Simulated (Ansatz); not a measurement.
`[OH][Mg][O][SiH3]` + `[OH][Cd][Br]` → `[SiH3][O][Cd][Br]` + `[OH][Mg][OH]`  (ligand exchange at the Si–O bond)

Computed with Ansatz on PBE0-D4/def2-TZVP structures; ΔE is electronic, products minus reactants. CBS: MP2 limit from def2 TZ/QZ plus the TZ coupled-cluster correction, frozen cores. DFT in def2-TZVPP. B3LYP here is the variant with VWN-RPA as its local correlation; programs differ in this. HSE06 is defined as in plane-wave codes. Elements past krypton have def2 core potentials. For Br, Cd, Mg outer-core shells are correlated without core-valence functions, which leaves a few kJ/mol of doubt a bond. Scalar relativity is left out up to krypton. One conformer a species, not always the lowest.

`[OH][Mg][O][SiH3]`:

```xyz
8

O    -0.902   -2.395    2.130
Mg   -0.422   -1.120    1.023
O     0.053    0.141   -0.153
Si    0.481    1.280   -1.209
H    -1.088   -2.901    2.908
H    -0.313    2.529   -1.015
H     1.923    1.640   -1.068
H     0.268    0.826   -2.616
```

`[OH][Cd][Br]`:

Cartesian coordinates in Å:
```
O -0.148 0.643 -1.345
Cd 0.265 -0.266 0.346
Br 0.906 -1.411 2.350
H -1.024 1.035 -1.352
```

`[SiH3][O][Cd][Br]`:

Cartesian coordinates in Å:
```
Si 0.960 0.785 -0.321
O -0.618 0.490 -0.064
Cd -1.684 -1.060 0.477
Br -3.082 -2.881 1.129
H 1.126 2.205 -0.732
H 1.777 0.548 0.906
H 1.521 -0.087 -1.395
```

`[OH][Mg][OH]`:

```xyz
5

O     0.833   -1.482    0.479
Mg   -0.001   -0.001   -0.002
O    -0.838    1.476   -0.489
H     1.567   -2.079    0.541
H    -1.562    2.086   -0.527
```

```json
{"level": "LDA (SPW92)", "ΔE (kJ/mol)": "19.2", "difference from CCSD(T)/CBS": "0.8"}
{"level": "PBE-D4", "ΔE (kJ/mol)": "18.7", "difference from CCSD(T)/CBS": "0.3"}
{"level": "revPBE-D4", "ΔE (kJ/mol)": "19.1", "difference from CCSD(T)/CBS": "0.7"}
{"level": "BLYP-D4", "ΔE (kJ/mol)": "18.0", "difference from CCSD(T)/CBS": "-0.4"}
{"level": "r2SCAN-D4", "ΔE (kJ/mol)": "18.3", "difference from CCSD(T)/CBS": "-0.1"}
{"level": "B97M-V", "ΔE (kJ/mol)": "19.6", "difference from CCSD(T)/CBS": "1.2"}
{"level": "PBE0-D4", "ΔE (kJ/mol)": "16.3", "difference from CCSD(T)/CBS": "-2.1"}
{"level": "r2SCANh-D4", "ΔE (kJ/mol)": "17.3", "difference from CCSD(T)/CBS": "-1.1"}
{"level": "r2SCAN0-D4", "ΔE (kJ/mol)": "15.9", "difference from CCSD(T)/CBS": "-2.5"}
{"level": "HSE06-D4", "ΔE (kJ/mol)": "16.4", "difference from CCSD(T)/CBS": "-2.0"}
{"level": "BHLYP-D4", "ΔE (kJ/mol)": "12.7", "difference from CCSD(T)/CBS": "-5.7"}
{"level": "ωB97X-V", "ΔE (kJ/mol)": "13.9", "difference from CCSD(T)/CBS": "-4.5"}
{"level": "B2PLYP", "ΔE (kJ/mol)": "16.2", "difference from CCSD(T)/CBS": "-2.2"}
{"level": "PBE-QIDH", "ΔE (kJ/mol)": "14.9", "difference from CCSD(T)/CBS": "-3.5"}
{"level": "PBE", "ΔE (kJ/mol)": "19.9", "difference from CCSD(T)/CBS": "1.5"}
{"level": "revPBE", "ΔE (kJ/mol)": "20.4", "difference from CCSD(T)/CBS": "2.0"}
{"level": "BLYP", "ΔE (kJ/mol)": "20.1", "difference from CCSD(T)/CBS": "1.7"}
{"level": "r2SCAN", "ΔE (kJ/mol)": "18.6", "difference from CCSD(T)/CBS": "0.2"}
{"level": "PBE0", "ΔE (kJ/mol)": "17.3", "difference from CCSD(T)/CBS": "-1.1"}
{"level": "B3LYP", "ΔE (kJ/mol)": "17.9", "difference from CCSD(T)/CBS": "-0.5"}
{"level": "r2SCANh", "ΔE (kJ/mol)": "17.7", "difference from CCSD(T)/CBS": "-0.7"}
{"level": "r2SCAN0", "ΔE (kJ/mol)": "16.3", "difference from CCSD(T)/CBS": "-2.1"}
{"level": "HSE06", "ΔE (kJ/mol)": "17.5", "difference from CCSD(T)/CBS": "-0.9"}
{"level": "BHLYP", "ΔE (kJ/mol)": "15.0", "difference from CCSD(T)/CBS": "-3.4"}
{"level": "CAM-B3LYP", "ΔE (kJ/mol)": "15.5", "difference from CCSD(T)/CBS": "-2.9"}
{"level": "LC-ωPBE", "ΔE (kJ/mol)": "13.6", "difference from CCSD(T)/CBS": "-4.8"}
{"level": "RPA@PBE/def2-TZVPP", "ΔE (kJ/mol)": "17.3", "difference from CCSD(T)/CBS": "-1.1"}
{"level": "HF/def2-SVP", "ΔE (kJ/mol)": "9.1", "difference from CCSD(T)/CBS": "-9.3"}
{"level": "MP2/def2-SVP", "ΔE (kJ/mol)": "8.8", "difference from CCSD(T)/CBS": "-9.6"}
{"level": "HF/def2-TZVPP", "ΔE (kJ/mol)": "12.1", "difference from CCSD(T)/CBS": "-6.3"}
{"level": "MP2/def2-TZVPP", "ΔE (kJ/mol)": "14.1", "difference from CCSD(T)/CBS": "-4.3"}
{"level": "SCS-MP2/def2-TZVPP", "ΔE (kJ/mol)": "14.4", "difference from CCSD(T)/CBS": "-4.0"}
{"level": "CCSD/def2-TZVPP", "ΔE (kJ/mol)": "14.7", "difference from CCSD(T)/CBS": "-3.7"}
{"level": "CCSD(T)/def2-TZVPP", "ΔE (kJ/mol)": "15.1", "difference from CCSD(T)/CBS": "-3.3"}
{"level": "HF/def2-QZVPP", "ΔE (kJ/mol)": "13.6", "difference from CCSD(T)/CBS": "-4.8"}
{"level": "MP2/def2-QZVPP", "ΔE (kJ/mol)": "16.4", "difference from CCSD(T)/CBS": "-2.0"}
{"level": "SCS-MP2/def2-QZVPP", "ΔE (kJ/mol)": "16.6", "difference from CCSD(T)/CBS": "-1.8"}
{"level": "HF/CBS(def2)", "ΔE (kJ/mol)": "13.8", "difference from CCSD(T)/CBS": "-4.6"}
{"level": "MP2/CBS(def2)", "ΔE (kJ/mol)": "17.3", "difference from CCSD(T)/CBS": "-1.1"}
{"level": "CCSD/CBS(def2)", "ΔE (kJ/mol)": "17.9", "difference from CCSD(T)/CBS": "-0.5"}
{"level": "CCSD(T)/CBS", "ΔE (kJ/mol)": "18.4", "difference from CCSD(T)/CBS": "0"}
```

Largest T1 diagnostic among the species: 0.014.

Leaving LDA and LC-ωPBE aside and taking each functional with its dispersion term where it has one, the values spread over 6.9 kJ/mol, from BHLYP-D4 to B97M-V. At CCSD(T), def2-SVP lies −7.3 kJ/mol from the extrapolated value and def2-TZVPP −3.3 kJ/mol.
